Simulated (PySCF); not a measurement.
A TDDFT job was run through a driver script with this input:

```
{"job": {"kind": "uv", "xc": "CAM-B3LYP", "basis": "def2-SVPD", "ip": false, "nstates": 15}, "charge": 0, "multiplicity": 1}
Ge    -0.331650    -0.000934    -0.233745
C     -0.347621    -0.133577     1.735882
C     -1.734855    -0.115670     2.276315
C     -2.400299    -1.170229     2.756117
H      0.240623     0.717946     2.116773
H      0.181211    -1.058709     2.015082
H     -2.251973     0.852084     2.237249
H     -1.937864    -2.161098     2.815680
H     -3.431000    -1.080161     3.107509
C      1.524473     0.111302    -0.896722
C      1.573614     0.116029    -2.385128
C      1.791654     1.185987    -3.155017
H      2.068467    -0.752680    -0.480792
H      1.972297     1.025559    -0.475668
H      1.376991    -0.847168    -2.874028
H      1.989381     2.172267    -2.722107
H      1.781260     1.113567    -4.245262
H     -1.100673     1.261296    -0.676798
H     -1.026806    -1.242369    -0.830729
```

Theory: PySCF, TDDFT CAM-B3LYP/def2-SVPD, vertical, gas phase, core orbitals frozen in the response. Job line and output are in the format of a driver script around the code.

Task: What does the script print for it, SCF cycles aside?

Result: 
```
converged SCF energy = -2312.3669422836

Static polarisability (au): isotropic 110.158, principal 87.249 90.608 152.616

Singlet excitations
state   eV       nm        f      main configurations
  1   6.4060    193.5   0.79024   H->L 0.79, H->L+1 0.10
  2   6.6066    187.7   0.14548   H->L+1 0.76, H-1->L+2 0.11, H->L 0.08
  3   6.7230    184.4   0.00277   H->L+2 0.67, H-1->L+1 0.16
  4   6.9741    177.8   0.01746   H-1->L 0.49, H->L+3 0.40
  5   7.2474    171.1   0.00895   H->L+6 0.24, H-1->L+2 0.23, H->L+4 0.20
  6   7.3820    168.0   0.00682   H->L+5 0.36, H-1->L+1 0.25, H->L+4 0.12
  7   7.3913    167.7   0.03906   H->L+4 0.49, H->L+6 0.16
  8   7.5047    165.2   0.00276   H-1->L+1 0.39, H->L+5 0.27, H-1->L+6 0.11
  9   7.6162    162.8   0.02547   H->L+7 0.40, H-1->L+5 0.30, H->L+6 0.13
 10   7.6923    161.2   0.06780   H-1->L 0.31, H->L+3 0.20, H-1->L+4 0.13
 11   7.8415    158.1   0.02575   H->L+8 0.42, H->L+3 0.14, H-1->L 0.11
 12   8.0625    153.8   0.05735   H-1->L+3 0.31, H-4->L 0.27, H-5->L+3 0.09
 13   8.1150    152.8   0.01199   H-1->L+2 0.34, H-1->L+8 0.21, H->L+6 0.16
 14   8.1492    152.1   0.04095   H-1->L+4 0.47, H->L+11 0.14, H-1->L+6 0.09
 15   8.2020    151.2   0.01715   H->L+9 0.59, H-4->L 0.09

Triplet excitations (Tamm-Dancoff, eV): 4.1318 4.2312 6.4854 6.5495
```

The structure is a single PBE0-D3(BJ)/def2-SVP conformer in the gas phase; no vibrational or solvent corrections. The CAM-B3LYP/def2-SVPD calculation is non-relativistic and has no spin–orbit coupling, an omission that weighs most on germanium.

The species is Ge(eta1-allyl)2H2, `C(=C)[CH2][GeH2][CH2]C=C`.

H and L stand for HOMO and LUMO.
